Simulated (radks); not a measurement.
Results of a calculation; reference values are marked as such.
All-electron atom: the titanium ion Ti3+ in [Ar] 3d1 (the NIST ground configuration).

Level of theory: Dirac Kohn-Sham, PBEsol, spin-unpolarised, spherical densities, finite nucleus; open shells fill j = l - 1/2 first; Fermi nuclear charge, rms radius 3.5921 fm (a radial shooting solver on a logarithmic mesh with Libxc functionals).

Energy parts (hartree):
total: -850.85341
kinetic: 859.11350
electron-nucleus: -2002.14303
Hartree: 332.30242
exchange-correlation: -40.12629

Orbitals (lengths in bohr, moments of r in powers of bohr; <r^-3> diverges for s and p1/2; r(90%) holds 90 % of the orbital's charge):
orbital  occ.  eigenvalue (hartree)  <r^-3>  r(90%)
1s1/2       2             -179.9069       -   0.124
2s1/2       2             -20.94849       -   0.505
2p1/2       2             -17.69608       -   0.475
2p3/2       4             -17.48440   259.6   0.478
3s1/2       2              -3.48442       -    1.48
3p1/2       2              -2.61861       -    1.61
3p3/2       4              -2.59315   31.42    1.62
3d3/2       1              -1.27431   2.619    2.08
3d5/2       0              -1.27197   2.593    2.08

The highest occupied level is 3d3/2 at -34.676 eV. The density falls to 0.001 e/bohr^3 at r = 2.78 bohr.
